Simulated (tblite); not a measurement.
Compound: C4H10ClFSi.
Atom-mapped SMILES: `[CH3:1][CH:2]([CH3:3])[CH2:4][Si@@H:5]([F:6])[Cl:7]` (hydrogens: H8, H9, H10 on C1; H11 on C2; H12, H13, H14 on C3; H15, H16 on C4; H17 on Si5)

Structure optimised with GFN2-xTB, isolated species.

(1) List the bond lengths, angles and torsions at this level.

## Answers

(1) 
```csv
bond,length (bohr)
C1–C2,2.883
C2–C3,2.887
C2–C4,2.898
C4–Si5,3.583
Si5–F6,3.053
Si5–Cl7,3.791
"C1–H8, C1–H9, C1–H10",2.056
C2–H11,2.070
"C3–H12, C3–H13, C3–H14",2.056
C4–H15,2.068
C4–H16,2.064
Si5–H17,2.742
```

Bonds in one row agree within 0.02 bohr and their mean is given. A selection of angles:
```csv
angle,degrees
C2–C1–H8,110.4
C2–C1–H9,110.7
H8–C1–H9,108.3
H9–C1–H10,108.5
C1–C2–C3,110.2
C1–C2–C4,111.1
C1–C2–H11,108.4
C3–C2–C4,109.9
C3–C2–H11,108.4
C4–C2–H11,108.6
C2–C3–H12,110.6
C2–C3–H14,110.4
H12–C3–H13,108.2
C2–C4–Si5,116.0
C2–C4–H15,108.4
C2–C4–H16,108.5
Si5–C4–H15,108.2
Si5–C4–H16,109.4
H15–C4–H16,106.0
C4–Si5–F6,106.3
C4–Si5–Cl7,111.5
C4–Si5–H17,117.2
F6–Si5–Cl7,106.5
F6–Si5–H17,103.3
Cl7–Si5–H17,111.1
```

Torsions: C1–C2–C4–Si5 -62° (synclinal); C2–C4–Si5–F6 -164° (antiperiplanar).

Of the pairs four or more bonds apart, Si5···H9 is among the closest relative to their van der Waals radii: 2.93 Å, 89 % of the sum of Bondi's values. Si5 (fluorine-bound silicon) is distorted tetrahedral (angles from 103.3° to 117.2°).

Point group: C1 (no symmetry element, even within 0.4 Å). Its GFN2-xTB frequencies are all real (lowest 35 cm⁻¹). One conformer, not necessarily the lowest.

The run took 0.6 s on an Arm Neoverse V1 with one thread, shared host. These figures are those of the optimisation.

The numbers are calculated, not measured.
